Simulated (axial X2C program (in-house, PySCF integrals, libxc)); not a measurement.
**Ionising BeBr**

Computed with an in-house all-electron X2C program for linear molecules (integrals from PySCF), spin-free (one-electron X2C) or two-component (2c: spin–orbit coupling with atomic mean-field Coulomb and Gaunt terms, which also bring small scalar terms), in Dyall basis sets with cores contracted in-house; open shells are unrestricted.

Basis sets: Be dyall-cv3z, Br dyall-cv3z. Frozen shells (counts by l): BeBr Br 3s2p1d, Be 1s, 9 electrons correlated; BeBr⁺ Br 3s2p1d, Be 1s, 8 electrons correlated. Where the outer core of a metal is frozen, bonds come out longer and ionisation energies lower.

```tsv
Hamiltonian	level	BeBr state	Re (Å)	ωe (cm⁻¹)	De (eV)
spin-free	HF	M_S = 1/2, Λ = 0	1.969	715.2	3.05
spin-free	PBE0	M_S = 1/2, Λ = 0	1.955	711.5	3.65
spin-free	MP2	M_S = 1/2, Λ = 0	1.960	723.5	3.60
2c	HF	Ω = 1/2	1.969	714.3	2.89
2c	PBE0	Ω = 1/2	1.955	710.5	3.54
2c	MP2	Ω = 1/2	1.960	722.7	3.45
```

Adiabatic ionisation energy (minimum to minimum, no zero-point term) and constants of BeBr⁺:

```
Hamiltonian  level     BeBr⁺ state  IE (eV)  Re (Å)  ωe (cm⁻¹)  De (eV)  fragments
  spin-free     HF  M_S = 0, Λ = 0     8.45   1.864      877.7     2.64   Br + Be+
  spin-free   PBE0  M_S = 0, Λ = 0     8.60   1.858      871.0     4.02   Br + Be+
  spin-free    MP2  M_S = 0, Λ = 0     8.44   1.868      875.1     3.99   Br + Be+
         2c     HF           Ω = 0     8.45   1.865      875.8     2.48   Br + Be+
         2c   PBE0           Ω = 0     8.59   1.859      868.8     3.92   Br + Be+
         2c    MP2           Ω = 0     8.44   1.869      873.4     3.85   Br + Be+
```

(1) Add the zero-point terms to the ionisation energy at MP2, 2c, and say whether the electron removed was bonding.

(2) Close the cycle De(BeBr⁺) + IE(BeBr) = De(BeBr) + IE(Be) to find the atomic ionisation energy at MP2, 2c.

Each entry is the lowest single determinant of a limited PBE0 search at one distance. De goes to single-determinant-based atoms at the same level (for ions the charge split of lowest energy) and is withheld (n/a) where an atom does not fit its ground term or J level. Main or longest-lived isotopes. The functionals have no current term, which raises determinants with orbital currents.

## Answers

(1) IE0 = IE + (ωe⁺ − ωe)/2 = 8.44 + (0.009) = 8.45 eV. Re changes by -0.091 Å, so the bond shortens, as on loss of an antibonding or a polarising non-bonding electron.

(2) IE(Be) = 3.85 + 8.44 − 3.45 = 8.84 eV, for the determinants used.
